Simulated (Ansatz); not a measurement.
Molecule (SMILES): Br (HBr).
Atoms: Br1, H2. Bonds: Br1-H2.

Basis-set convergence of the optimised Br1-H2 bond length at PBE0 with Ansatz (an electronic-structure program). Cartesian d functions, on some or all atoms, in 3-21G, 6-31G, 6-31G*, 6-31G**; all else is spherical. The program fits the integrals of some runs and decomposes those of others, by size. No added dispersion term, no relativity. Reference: the value in aug-cc-pV5Z, 1.4198 Å, itself unsure by roughly 0.0004 Å (its mean distance from pcseg-4, aug-pcseg-3, aug-cc-pVQZ). Deviations are taken from unrounded values.

```
basis        functions
-----------  ---------
STO-3G              19
pcseg-0             24
3-21G               25
6-31G               31
pcseg-1             32
6-31G*              37
6-31G**             40
aug-pcseg-1         45
6-311G**            50
pcseg-2             57
aug-pcseg-2         82
pcseg-3            101
aug-pcseg-3        142
pcseg-4            172
```

Task: Which is the smallest set listed that can be trusted to 0.003 Å here, that is, within that of the reference together with its larger relatives (same family, alike in diffuse functions; a set with none to test it counts only in the reference's own line)?

Result: The smallest set listed that lies within 0.003 Å of the reference with all its larger relatives (same family, alike in diffuse functions; a set with none counts only in the reference's own line) is 6-31G** (40 functions, 0.0006 Å off). Value minus reference: STO-3G 0.0137, pcseg-0 0.0289, 3-21G 0.0310, 6-31G 0.0239, pcseg-1 0.0054, 6-31G* 0.0090, 6-31G** 0.0006, aug-pcseg-1 0.0073, 6-311G** 0.0021, pcseg-2 0.0016, aug-pcseg-2 0.0015, pcseg-3 0.0005, aug-pcseg-3 0.0005, pcseg-4 0.0003 Å.
